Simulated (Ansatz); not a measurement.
K2F2, relaxed as a singlet with RKS PBE0-D4/def2-TZVP in Ansatz, starting from the GFN2-xTB geometry. Force threshold 0.02 eV/Å.

The structure comes from a short search, and lower isomers may exist.

Start:

Cartesian coordinates in Å:
```
K 1.0424 -0.8119 -1.0288
K -1.0488 0.8141 1.0209
F 0.9717 1.0381 0.1751
F -0.9652 -1.0403 -0.1671
```

Q: Estimate the energy that the relaxation releases and the steps that it takes.

A: 0.36 eV, in 5 steps; 5 s on 4 threads of Arm Neoverse V2 on a shared host. No frequencies were taken in this run, so the end may be a saddle point.

Q: Does the start keep its bonding and symmetry?

A: By distances, no bond broke or formed. The bond that changes most is K1–F4, from 2.20 to 2.38 Å (atoms count from 1). Point group D2h at the start, D2h at the end, both within 0.05 Å.

Q: Predict the relaxed structure.

A: 
Cartesian coordinates in Å:
```
K 1.0896 -0.8440 -1.0662
K -1.0897 0.8442 1.0659
F 1.0975 1.1743 0.1920
F -1.0973 -1.1744 -0.1917
```
Bond lengths (bridged metal pairs left out): 4 × F–K 2.38 Å.
